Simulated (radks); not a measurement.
All-electron atom: the lanthanum ion La4+ in [Kr] 4d10 5s2 5p5. Method: scalar-relativistic Kohn-Sham, PBEsol, spin-polarised, spherical densities, point nucleus; open shells are filled with parallel spins first (spin-orbit coupling, left out, can overturn this in heavy ions); computed with a radial shooting solver on a logarithmic mesh with Libxc functionals.

Normalised radial functions P(r) = r R(r), r in bohr:

r,4d down,5p up
0.00134,0.0000,0.0012
0.001535,0.0000,0.0015
0.001773,0.0000,0.0019
0.002031,0.0000,0.0024
0.002327,0.0001,0.0030
0.002666,0.0001,0.0038
0.003079,0.0001,0.0049
0.003528,0.0002,0.0062
0.004042,0.0002,0.0078
0.004668,0.0003,0.0100
0.005348,0.0005,0.0126
0.006127,0.0007,0.0159
0.007075,0.0011,0.0202
0.008106,0.0016,0.0253
0.009287,0.0023,0.0316
0.01064,0.0033,0.0392
0.01229,0.0049,0.0491
0.01408,0.0071,0.0602
0.01613,0.0101,0.0734
0.01863,0.0148,0.0896
0.02134,0.0210,0.1071
0.02445,0.0295,0.1264
0.02824,0.0421,0.1482
0.03235,0.0583,0.1691
0.03706,0.0801,0.1889
0.04246,0.1086,0.2056
0.04904,0.1479,0.2168
0.05618,0.1950,0.2180
0.06437,0.2527,0.2066
0.07434,0.3255,0.1773
0.08517,0.4038,0.1308
0.09758,0.4879,0.0656
0.1127,0.5765,-0.0207
0.1291,0.6499,-0.1119
0.1479,0.7010,-0.2013
0.1695,0.7152,-0.2746
0.1957,0.6735,-0.3164
0.2242,0.5677,-0.3066
0.2569,0.3910,-0.2396
0.2967,0.1305,-0.1080
0.3399,-0.1683,0.0579
0.3894,-0.4897,0.2353
0.4497,-0.8136,0.3939
0.5152,-1.0624,0.4753
0.5903,-1.2210,0.4602
0.6763,-1.2708,0.3383
0.781,-1.2064,0.1083
0.8948,-1.0569,-0.1669
1.025,-0.8552,-0.4492
1.184,-0.6263,-0.7016
1.356,-0.4282,-0.8558
1.554,-0.2676,-0.9070
1.795,-0.1459,-0.8509
2.056,-0.0734,-0.7177
2.356,-0.0325,-0.5439
2.699,-0.0125,-0.3690
3.117,-0.0038,-0.2157
3.571,-0.0010,-0.1141
4.091,-0.0002,-0.0522
4.725,0.0000,-0.0190
5.413,0.0000,-0.0061

4d down: eigenvalue -141.36 eV, 1 radial node at r = 0.316 bohr, <r> = 0.765 bohr, 90 % of the charge inside 1.15 bohr. 5p up: eigenvalue -57.483 eV, 3 radial nodes at r = 0.109, 0.325, 0.826 bohr, <r> = 1.70 bohr, 90 % of the charge inside 2.44 bohr.
